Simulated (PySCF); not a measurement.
## Nickel: a sound run and one with changed settings

Sound run: Ni⁺ [Ar] 3d9, Ni²⁺ [Ar] 3d8. Calculation: PySCF 2.14, in x2c-SVPall (5s3p3d1f, 36 functions); scalar relativity by spin-free X2C-1e. In the sound run the correlated levels freeze [Ar]. The sound run starts from symmetry-adapted Hartree-Fock orbitals and uses a fine grid where one is needed.

Changed run: initial guess minao, at most 50 SCF cycles.

| species | method | sound run (hartree) | changed run (hartree) | converged |
| --- | --- | --- | --- | --- |
| Ni⁺ | UHF | -1518.53264 | -1518.53264 | yes |
| Ni⁺ | M06-2X | -1520.01554 | -1520.01554 | yes |
| Ni⁺ | BP86 | -1520.25610 | -1520.25662 | yes |
| Ni⁺ | MP2 | -1518.78117 | -1518.78117 | yes |
| Ni²⁺ | UHF | -1517.98015 | -1517.98015 | yes |
| Ni²⁺ | M06-2X | -1519.34490 | -1519.34490 | yes |
| Ni²⁺ | BP86 | -1519.55645 | -1519.55645 | yes |
| Ni²⁺ | MP2 | -1518.12967 | -1518.12967 | yes |

Ionisation energy of Ni⁺:

```tsv
method	sound run (eV)	changed run (eV)
UHF	15.034	15.034
M06-2X	18.249	18.249
BP86	19.039	19.053
MP2	17.728	17.728
SCS-MP2	17.437	17.437
```

Where the changed run lies lower, it found another determinant of the same configuration, with other orbitals of the open shell filled.

For comparison, NIST gives 18.169 eV between the lowest levels.
